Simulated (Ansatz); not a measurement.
Z-matrix (Å, degrees):
```
Si
C 1 1.8972
H 2 1.1048 1 108.12
H 2 1.1050 3 105.46 1 -115.42
C 2 1.5348 3 110.00 4 -118.62
H 5 1.1024 2 111.58 3 -62.66
H 5 1.1024 6 107.00 2 122.21
H 5 1.1026 6 107.17 7 114.70
C 1 1.8972 2 109.34 3 59.21
H 9 1.1048 1 108.12 2 60.95
H 9 1.1050 10 105.46 1 115.42
C 9 1.5348 10 110.00 11 118.62
H 12 1.1024 9 111.58 10 62.66
H 12 1.1024 13 107.00 9 -122.21
H 12 1.1026 13 107.17 14 -114.70
C 1 1.8972 2 109.34 3 -60.95
H 16 1.1048 1 108.12 2 -59.21
H 16 1.1050 17 105.46 1 115.42
C 16 1.5348 17 110.00 18 118.62
H 19 1.1024 16 111.58 17 62.66
H 19 1.1024 20 107.00 16 -122.21
H 19 1.1026 20 107.17 21 -114.70
C 1 1.8972 2 109.73 3 179.13
H 23 1.1048 1 108.12 2 179.13
H 23 1.1050 24 105.46 1 -115.42
C 23 1.5348 24 110.00 25 -118.62
H 26 1.1024 23 111.58 24 -62.66
H 26 1.1024 27 107.00 23 122.21
H 26 1.1026 27 107.17 28 114.70
```
Charge 0, multiplicity 1.

Calculation: frozen-core CCSD(T)/cc-pVDZ // B3LYP-D3(BJ)/def2-SVP (Ansatz, a program for electronic structure).

| Property | Value |
|---|---|
| HF energy | -603.56353 Ha |
| MP2 correlation energy | -1.27295 Ha |

Estimate the CCSD correlation energy, the (T) correction, the total energy and the T1 diagnostic.


```json
{
 "CCSD correlation energy": "-1.40199 Ha",
 "(T) correction": "-0.04246 Ha",
 "CCSD(T) total energy": "-605.00798 Ha",
 "T1 diagnostic": "0.008"
}
```
